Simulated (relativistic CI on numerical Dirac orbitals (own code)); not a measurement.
Calculated at this level of theory: Dirac-Coulomb-Breit CI, orbitals from a KLI potential per configuration, model QED, unscaled Slater integrals (own radial code, finite nucleus).

The strongest absorption lines from the ground level of an ion, among the configurations computed and to levels below about 39200 eV (vacuum wavelength in nm, gf): 0.03163 (0.01), 0.03202 (0.018), 0.03275 (0.038), 0.03280 (0.015), 0.03447 (0.1), 0.03459 (0.043), 0.04048 (0.5), 0.04105 (0.23).

(1) Which ion is it?
A. Xe50+
B. Ce56+
C. Xe52+
D. Sn48+

Results:

(1) C. Xe52+ has 2 electrons and the ground level 1s² ¹S0; the strongest line goes to 1s2p ¹P°1. The pattern of lines fixes the number of electrons, and along that sequence the line energies rise steadily with the charge (about as its square where n changes within one kind of shell, about linearly where n is kept but much faster in heavy ions where fine structure, which grows about as Z⁴, sets the gap, and irregularly where shells cross), which fixes Z. Configurations outside the model, such as inner-shell arrays, can give stronger lines. At this charge energies of transitions that change n are usually good to better than 1 %, and those within a shell (Δn = 0) to a few per cent.

LS names give the leading component of a level, which can be under half, so a name can repeat, a term be missing and a line seem to break the LS rules.
